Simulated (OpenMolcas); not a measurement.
Computed levels of 3d in ions with 19 electrons, in cm-1 above ²D_3/2.

```
Program             : OpenMolcas
Method              : XMS-CASPT2, IPEA 0.25 Eh, imaginary shift 0.1 Eh
Basis               : ANO-RCC-VTZP
Scalar Hamiltonian  : DKH2, point nucleus
Spin-orbit coupling : state interaction with AMFI integrals over the reference wave functions, term energies averaged over their components
```

Active space for each ion: 1 electron in 10 orbitals (3d 4d); closed shells correlated by CASPT2: 3s 3p.

```tsv
Level	Sc2+	V4+	Cr5+	Mn6+	Fe7+
²D_5/2	196	612	923	1329	1808
```

Estimate ²D_5/2 for Ti3+ from its neighbours Sc2+ and V4+.

²D_5/2 is fine structure, which grows about as the fourth power of a screened charge, so the fourth roots are averaged: ((196^0.25 + 612^0.25) / 2)^4 = 361. The calculation gives 373, so the estimate is off by -3.2 %; the measured value is 382 (Corliss and Sugar, J. Phys. Chem. Ref. Data 8, 1 (1979)).

CASPT2 breaks the degeneracy within a term, and the mean is taken; among the terms shown or strongly mixed into the levels shown the widest spread is 99 cm-1 (3d ²D, Ti3+). With one active electron outside closed inactive shells, the extra shells (4d) add no correlation to the reference. With one active electron, CASPT2 adds the correlation within the correlated inactive shells and between them and that electron, and leaves the splitting within a term as the reference gives it. Computed and measured levels are paired by configuration, term and J; levels that our copy of the source lacks, or whose pairing is in doubt (as where it misses far off the trend of its configuration), stay unpaired and out of the deviations. Levels of configurations outside the active space are missing.
